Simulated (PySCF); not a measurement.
SiFCl, SMILES F[Si]Cl (connectivity only; charge and spin as stated), neutral, multiplicity 1.

The structure is a stationary point at PBE0-D3(BJ)/def2-TZVP.

Calculation: PySCF with PBE0/def2-TZVPD.

Symmetry labels are those of the subgroup Cs that the program uses (full group Cs).

Problem. List the valence orbital energies around the gap with their symmetry. (Estimate from the structure and the level; the computed values follow.)

Solution. 
```csv
orbital,symmetry,energy (eV)
HOMO−7,A',-23.41
HOMO−6,A',-15.66
HOMO−5,A',-13.29
HOMO−4,A",-13.14
HOMO−3,A',-12.40
HOMO−2,A",-10.02
HOMO−1,A',-9.77
HOMO,A',-8.04
LUMO,A",-2.60
LUMO+1,A',-0.17
LUMO+2,A',0.24
LUMO+3,A',0.72
```
